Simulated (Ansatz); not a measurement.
```yaml
crystal:
  periodic: [false, false, false]
  atoms:
    - {symbol: Cl, position_ang: [-0.101753, -2.743410, 0.480814]}
    - {symbol: B, position_ang: [-0.099861, -1.050422, 0.152787]}
    - {symbol: O, position_ang: [-1.040305, -0.245578, -0.364586]}
    - {symbol: Si, position_ang: [0.342185, 0.776457, -0.031973]}
    - {symbol: H, position_ang: [0.900409, 1.382899, -1.262298]}
    - {symbol: H, position_ang: [0.041323, 1.815955, 0.978956]}
basis:
  gaussian: {orbitals: def2-mTZVPP}
total_charge: 1
magnetization: {spin_polarized: true, initial_magnetization: 1}
hamiltonian: {xc: {name: TPSS}}
accuracy: high
output: {forces: true}
```

```sh
$ ansatz run in.yaml --threads 2 --pin off --events-out ev --progress --plain --max-ram 4352MiB
```

It prints (some lines left out):

```
Error: YAML parse error: error: line 14 column 19: hamiltonian.xc: no functional is named "TPSS"; the names, which are not case-sensitive, are SVWN5, SPW92, PBE, PBE0, PBEsol, revPBE, revPBE0, RPBE, rPW86-PBE, HSE06, wPBEh, LC-wPBE, HISS, HF, BLYP, B3LYP, B3LYP5, BHLYP, CAM-B3LYP, r2SCAN, r2SCANh, r2SCAN0, r2SCAN50, m-r2SCAN, B97, wB97, wB97X, wB97X-V, B97M-V, wB97M-V, B2PLYP, B2GP-PLYP, PBE0-DH, PBE-QIDH
12 | total_charge: 1
13 | magnetization: {spin_polarized: true, initial_magnetization: 1}
14 | hamiltonian: {xc: {name: TPSS}}
15 | accuracy: high
16 | output: {forces: true}
```

In this input the method's name isn't one that the program takes here. The program refused the input.
